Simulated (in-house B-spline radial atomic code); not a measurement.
# TDHF excitations of Ge III (Ge2+)

Method: TDHF. Computed with a B-spline radial code for spherical atoms: linear response of the closed shell [Ar] 3d10 4s2 with bare exchange (time-dependent Hartree-Fock); non-relativistic, point nucleus, no spin-orbit coupling, no double excitations, S, P, D and F terms only; shells from n = 2 respond. Only terms of natural parity with L up to 3 were computed.

Without relativity these are model numbers for so heavy an element.

Command:
```bash
python run_td.py task.json out
```
Settings (radii: box in bohr, nucleus in fm):
```
Z                        32
electrons                30
configuration            [Ar] 3d10 4s2
hamiltonian              nr
method                   hf
box_radius               29.48
intervals                56
```

Cost of the run: 1 s on 1 thread of Intel(R) Xeon(R) Platinum 8488C (Sapphire Rapids) (shared host).

The lowest states, in the order of their Tamm-Dancoff energies; the method's threshold (minus the highest occupied level) is 31.96 eV. Labels give the largest channel, * marks a mixed state, and oscillator strengths are full-response dipole values. Energies in eV:

| state | full response | Tamm-Dancoff | oscillator strength |
| --- | --- | --- | --- |
| 4s → 4p 3P | 5.479 | 6.107 | - |
| 4s → 4p 1P | ? | ? | ? |
| 4s → 5s 3S | 17.907 | 17.926 | - |
| 4s → 4d 3D | 18.300 | 18.317 | - |
| 4s → 5s 1S | 18.801 | 18.824 | - |
| 4s → 4d 1D | ? | ? | - |
| 4s → 5p 3P | 20.714 | 20.735 | - |
| 4s → 5p 1P | 21.166 | 21.207 | 0.00515 |
| 4s → 4f 3F | 24.205 | 24.206 | - |
| 4s → 6s 3S | 24.233 | 24.238 | - |

Where does 4s → 4d 1D lie?

At 19.242 eV in full response, 19.262 eV in Tamm-Dancoff.

Where does 4s → 4p 1P lie?

At 10.279 eV in full response, 10.656 eV in Tamm-Dancoff, oscillator strength 1.68.

How large is the singlet-triplet splitting of 4s → 4p (P terms) in Tamm-Dancoff?

4.55 eV, from the unrounded values.

What polarisabilities and dispersion coefficient does the method give?

Dipole 12.73 bohr³, quadrupole 35.9 bohr⁵, C6 52.21 hartree·bohr⁶ for two such species.
